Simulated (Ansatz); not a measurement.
C7H11GeN, SMILES `C[N]([GeH3])c1ccccc1`, relaxed with RKS PBE-D4/def2-SVP in Ansatz from a rough embedded geometry. The force threshold is 0.03 eV/Å; the program also tests the step.

Charge 0, multiplicity 1.

Start:

```xyz
20

C    -0.008   -0.351    2.431
N    -0.453   -0.560    1.075
Ge   -1.776   -1.839    0.862
C     0.047    0.124   -0.035
C     1.462    0.539   -0.039
C     2.007    1.220   -1.157
C     1.200    1.445   -2.285
C    -0.140    1.045   -2.296
C    -0.682    0.395   -1.252
H     0.095    0.793    2.588
H     1.041   -0.764    2.535
H    -0.667   -0.727    3.183
H    -3.054   -1.136    0.340
H    -2.106   -2.505    2.196
H    -1.340   -2.933   -0.154
H     2.077    0.404    0.793
H     3.029    1.553   -1.131
H     1.657    1.973   -3.162
H    -0.719    1.215   -3.202
H    -1.669    0.110   -1.288
```

```json
{"step": "1", "energy (eV)": "-65412.5539", "largest force (eV/Å)": "3.723", "largest move (Å)": "0.000"}
{"step": "2", "energy (eV)": "-65413.1272", "largest force (eV/Å)": "1.123", "largest move (Å)": "0.153"}
{"step": "3", "energy (eV)": "-65413.2080", "largest force (eV/Å)": "0.278", "largest move (Å)": "0.121"}
{"step": "4", "energy (eV)": "-65413.2217", "largest force (eV/Å)": "0.330", "largest move (Å)": "0.200"}
{"step": "5", "energy (eV)": "-65413.2312", "largest force (eV/Å)": "0.204", "largest move (Å)": "0.112"}
{"step": "6", "energy (eV)": "-65413.2410", "largest force (eV/Å)": "0.070", "largest move (Å)": "0.079"}
{"step": "7", "energy (eV)": "-65413.2456", "largest force (eV/Å)": "0.133", "largest move (Å)": "0.073"}
{"step": "8", "energy (eV)": "-65413.2490", "largest force (eV/Å)": "0.137", "largest move (Å)": "0.120"}
{"step": "9", "energy (eV)": "-65413.2511", "largest force (eV/Å)": "0.101", "largest move (Å)": "0.024"}
{"step": "10", "energy (eV)": "-65413.2530", "largest force (eV/Å)": "0.041", "largest move (Å)": "0.038"}
{"step": "11", "energy (eV)": "-65413.2539", "largest force (eV/Å)": "0.025", "largest move (Å)": "0.063"}
{"step": "12", "energy (eV)": "-65413.2540", "largest force (eV/Å)": "0.023", "largest move (Å)": "0.040"}
```

End:

```xyz
20

C     0.249   -0.561    2.318
N    -0.439   -0.604    1.040
Ge   -2.038   -1.570    0.876
C     0.110    0.081   -0.043
C     1.322    0.814    0.072
C     1.854    1.497   -1.031
C     1.212    1.480   -2.277
C     0.012    0.759   -2.403
C    -0.530    0.074   -1.313
H     0.341    0.479    2.709
H     1.277   -0.985    2.254
H    -0.309   -1.151    3.070
H    -3.202   -0.631    0.454
H    -2.274   -2.158    2.288
H    -1.887   -2.699   -0.180
H     1.857    0.855    1.029
H     2.796    2.054   -0.905
H     1.637    2.019   -3.136
H    -0.515    0.728   -3.370
H    -1.472   -0.480   -1.452
```

Hardware: 4 threads of an AMD EPYC 7R13 on a shared host and a share of an NVIDIA H100 80 GB. Wall time 13 s, peak host memory 0.9 GiB.
